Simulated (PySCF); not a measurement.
## Input and output

[TaO(OH)4]− (singlet). PySCF 2.14.0, RKS PBE0, Ta def2-SVP with ECP60, O def2-SVP, H def2-SVP; non-relativistic Hamiltonian with scalar-relativistic core potentials where named; density fitting; no spin-orbit coupling. Purpose: singlet excitations, Tamm-Dancoff PBE0.

```python
mol = gto.M(atom='''
Ta     0.06313     0.08779    -0.24291
O     -0.06551    -0.27144     1.51754
O      0.08235    -0.10123    -2.25967
H     -0.34335    -0.85127    -2.68852
O      2.04490     0.10842    -0.21768
H      2.31718     0.04394     0.70683
O     -0.75012     1.88538    -0.18534
H     -0.91789     2.11193     0.73841
O     -1.11674    -1.52327    -0.51280
H     -1.31396    -1.82694     0.38416''',
    basis={'Ta': 'def2-SVP', 'O': 'def2-SVP', 'H': 'def2-SVP'},
    ecp={'Ta': 'def2-SVP'},
    charge=-1, spin=0)
mf = dft.RKS(mol, xc='PBE0')
mf.grids.atom_grid = (50, 194)
mf = mf.density_fit()  # fitting sets: Ta def2-universal-JKFIT, O def2-universal-JKFIT, H def2-universal-JKFIT
mf.conv_tol = 1e-08; mf.max_cycle = 55
mf.kernel(dm0)  # dm0: converged density of the relaxed state
td = mf.TDA(); td.nstates = 8; td.kernel()
```

Run from Python with OMP_NUM_THREADS=2; the lines above give its settings. Where DIIS fails, smearing, a level shift and second-order steps follow.
It took 40 s on 2 threads of AMD EPYC 7R43 64-Core Processor (Zen 3), with other jobs on the host, from an already converged density.

Q: Where do the frontier levels lie, over both spins?

A: HOMO -2.58 eV, LUMO 4.56 eV. 

Q: What are the Mulliken charges and spins?

A: 
```csv
atom,charge (e),spin (e)
Ta1,0.840,0.000
O2,-0.565,0.000
O3,-0.551,0.000
H4,0.174,0.000
O5,-0.487,0.000
H6,0.197,0.000
O7,-0.489,0.000
H8,0.201,0.000
O9,-0.509,0.000
H10,0.189,0.000
```

Q: Which singlet excitations follow (Tamm-Dancoff, 8 states)?

A: 
```tsv
state	eV	oscillator strength
1	5.88	0.0118
2	5.93	0.0163
3	6.02	0.0176
4	6.13	0.0072
5	6.17	0.0121
6	6.32	0.0195
7	6.47	0.0003
8	6.54	0.0101
```
For an anion in a basis without diffuse functions, states above the detachment energy aren't bound: they are resonances at best, or continuum confined by the basis.
Functionals without range separation put charge-transfer states too low; the basis has no diffuse functions.

The geometry was relaxed with r2SCAN (Ta def2-SVP with ECP60, O def2-SVP, H def2-SVP).
